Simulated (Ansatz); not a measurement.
Molecule: bromoborane, sum formula BH2Br (charge 0, singlet). 
Geometry from a B3LYP-D3(BJ)/def2-TZVP (Ansatz, a quantum-chemistry and plane-wave program) optimisation:
```
B
H 1 1.1835
H 1 1.1835 2 124.44
Br 1 1.9031 2 117.78 3 180.00
```
Charge 0, spin multiplicity 1.

Total electronic energies in hartree. Cores are frozen in the correlated levels unless marked. Spin-orbit coupling is left out. The frozen core is the preceding noble-gas configuration, with the filled d and f shells of earlier blocks. No relativistic terms. CBS marks a two-point X^-3 extrapolation of the correlation energy; Hartree-Fock from the larger set (for Q and 5 zeta extrapolated as (X+1)exp(-9√X)).

```csv
level,program,energy (Eh)
HF/6-31G,Ansatz,-2597.89705
HF/def2-SVPD,Ansatz,-2597.94872
HF/cc-pVTZ,Ansatz,-2598.33508
HF/def2-QZVPPD,Ansatz,-2598.33968
RI-HF/def2-TZVPPD,Ansatz,-2598.28939
PBE-D3(BJ)/def2-TZVPD,Ansatz + dftd3,-2599.78782
PBE0/def2-QZVPP,Ansatz,-2599.93932
HSE06-D4/def2-TZVPD,Ansatz + dftd4,-2599.88866
HSE06/def2-TZVPD,Ansatz,-2599.88739
CAM-B3LYP-D4/def2-TZVPD,Ansatz + dftd4,-2600.33085
B2PLYP/def2-TZVPD,Ansatz,-2599.77591
MP2/6-31G,Ansatz,-2597.99124
"MP2/CBS(cc-pVQZ,cc-pV5Z)",Ansatz,-2598.6516
RI-MP2/aug-cc-pVTZ,Ansatz,-2598.60556
RI-MP2/cc-pVTZ,Ansatz,-2598.59994
"RI-MP2/CBS(cc-pVTZ,cc-pVQZ)",Ansatz,-2598.6469
CCSD/STO-3G,Ansatz,-2570.27676
CCSD/cc-pVTZ,Ansatz,-2598.62885
"CCSD/CBS(aug-cc-pVTZ,aug-cc-pVQZ)",Ansatz,-2598.6714
CCSD(T)/aug-cc-pVDZ,Ansatz,-2598.49892
CCSD(T)/def2-QZVPP,Ansatz,-2598.66841
CCSDT/cc-pVDZ,Ansatz,-2598.48501
"CCSD(T)/CBS(cc-pVQZ,cc-pV5Z)",Ansatz,-2598.6852
```

Totals of different functionals don't rank their quality; only differences between species are comparable.
